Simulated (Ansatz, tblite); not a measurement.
Removing an electron: (H3Ge)2O (Ge₂OH₆). Total charge 0; singlet. Geometry: r2SCAN-D4/def2-SVP. Ansatz, gas phase; energy differences of separate SCF runs; the oxidised species was run as a doublet alone.

```tsv
atom	x (Å)	y (Å)	z (Å)
Ge1	-1.1995	-0.6124	-0.8661
H2	-2.2988	0.0456	-0.0098
H3	-1.5499	-0.5572	-2.3562
H4	-0.9678	-2.0626	-0.4004
O5	0.3137	0.3103	-0.6979
Ge6	1.2344	0.6473	0.7881
H7	0.3686	1.4870	1.7463
H8	1.6252	-0.6827	1.4611
H9	2.4740	1.4247	0.3349
```

The xTB rows come from tblite.

(1) Estimate orbital energies and vertical ionisation energies at: GFN1-xTB; GFN2-xTB; PBE-D4/def2-TZVP; r2SCAN-D4/def2-TZVP; PBE0-D4/def2-TZVP.

Answers

(1) 
| level | −HOMO (eV) | vertical IE (eV) | −LUMO (eV) | HOMO–LUMO gap (eV) |
| --- | --- | --- | --- | --- |
| GFN1-xTB | 12.54 | 15.01 | 7.46 | 5.09 |
| GFN2-xTB | 11.66 | 14.33 | 4.56 | 7.10 |
| PBE-D4/def2-TZVP | 6.70 | 9.82 | 1.14 | 5.56 |
| r2SCAN-D4/def2-TZVP | 7.05 | 9.99 | 0.82 | 6.23 |
| PBE0-D4/def2-TZVP | 8.19 | 10.17 | 0.25 | 7.94 |

  Raw xTB energy differences between charge states are shifted by several eV; the methods need an empirical correction for them.
